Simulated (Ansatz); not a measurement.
Cl4H2Si2 (`Cl[SiH](Cl)[SiH](Cl)Cl`). Total charge 0; spin multiplicity 1. The geometry is a stationary point of PBE0-D4/def2-TZVP. It is one conformer, not always the lowest.

```xyz
8

Cl    0.234   -2.157   -1.536
Si   -0.726   -0.523   -0.764
Cl   -2.279   -1.109    0.424
Si    0.802    0.655    0.560
Cl    1.338   -0.538    2.127
Cl   -0.125    2.348    1.240
H    -1.273    0.264   -1.891
H     2.029    1.060   -0.160
```

Problem. What is the dipole moment at ωB97M-V/def2-TZVPP? (Estimate.)

Solution. The calculation gave: 1.35 D, with components (0.40, 0.70, -1.08) D in this frame, pointing from negative to positive charge.

Problem. And with PBE, r2SCAN, B3LYP? (An estimate is asked.)

Solution. The calculation gave: PBE 1.21 D, r2SCAN 1.30 D, B3LYP 1.36 D.

Problem. Give the Mulliken charges with ωB97M-V, PBE, B3LYP in def2-TZVPP. (Best estimate.)

Solution. Computed: 
```csv
atom,ωB97M-V,PBE,B3LYP
Cl1,-0.18,-0.18,-0.21
Si2,0.35,0.40,0.47
Cl3,-0.17,-0.18,-0.21
Si4,0.35,0.40,0.47
Cl5,-0.17,-0.18,-0.21
Cl6,-0.18,-0.18,-0.21
H7,0.00,-0.04,-0.05
H8,0.00,-0.04,-0.05
```

B3LYP here is the variant with VWN-RPA as its local correlation; programs differ in this.
